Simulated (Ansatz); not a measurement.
Ligand exchange: CH5NO + SiH3(SnH3) → CH6OSi + SnH3(NH2)

Species: CH5NO `CON`, singlet; SiH3(SnH3), singlet; CH6OSi `CO[SiH3]`, singlet; SnH3(NH2), singlet. The partners trade NH2 for SiH3: O–NH2 and Sn–SiH3 bonds give way to O–SiH3 and Sn–NH2.

Shapes, held fixed at every level: PBE0-D4/def2-TZVP. Flexible molecules stand in one conformer, not always the lowest. Programs: Ansatz 0.2.0. The zero-point and thermal change to 298 K, harmonic and unscaled (PBE0-D4/def2-TZVP), is -1.9 kJ/mol.

```
                level                    kind  ΔH(298 K) (kJ/mol)  less CCSD(T)/def2-TZVPP
  B3LYP-D4/def2-TZVPP           global hybrid              -256.3                     +8.8
  BHLYP-D4/def2-TZVPP           global hybrid              -269.8                     -4.7
r2SCAN0-D4/def2-TZVPP           global hybrid              -259.6                     +5.5
   wB97M-V/def2-TZVPP  range-separated hybrid              -260.4                     +4.7
         MP2/def2-SVP     perturbation theory              -254.0                    +11.1
       MP2/def2-TZVPP     perturbation theory              -283.7                    -18.6
        CCSD/def2-SVP   coupled cluster or CI              -234.7                    +30.4
   CCSD(T)/def2-TZVPP   coupled cluster or CI              -265.1                      0.0
```

The highest level, CCSD(T)/def2-TZVPP, gives ΔH(298 K) = -265.1 kJ/mol; the levels span -283.7 to -234.7. The column of differences is taken from that level and isn't an error. No measured value is set beside it here. For atoms past krypton def2 sets carry core potentials with scalar relativity. Outer-core shells of Sn are correlated in most correlated rows, in sets that cover them unevenly.
